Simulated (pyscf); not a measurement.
PySCF, gas phase, ωB97X-D3(BJ)/def2-SVP geometries.

**Question.** What is the homolytic dissociation enthalpy (298 K, ωB97M-D3(BJ)/def2-TZVP) of the P–Si bond of HO–SiH₂–P(OH)–OH (SMILES O[SiH2]P(O)O), to HO–SiH₂• + HO–P•–OH?

**Answer.** P–Si to HO–SiH₂• + HO–P•–OH: 2.68 eV. The 7 functionals that were run give +2.43 (r²SCAN) to +2.83 eV (ωB97X-D3(BJ)). HO–SiH₂–P(OH)–OH lies 0.93 eV over its isomer HO–P(OH)–O–SiH₃ (electronic energy, ωB97M-D3(BJ)). Other isomers of HO–SiH₂•, HO–P•–OH were not searched in full and may lie lower.
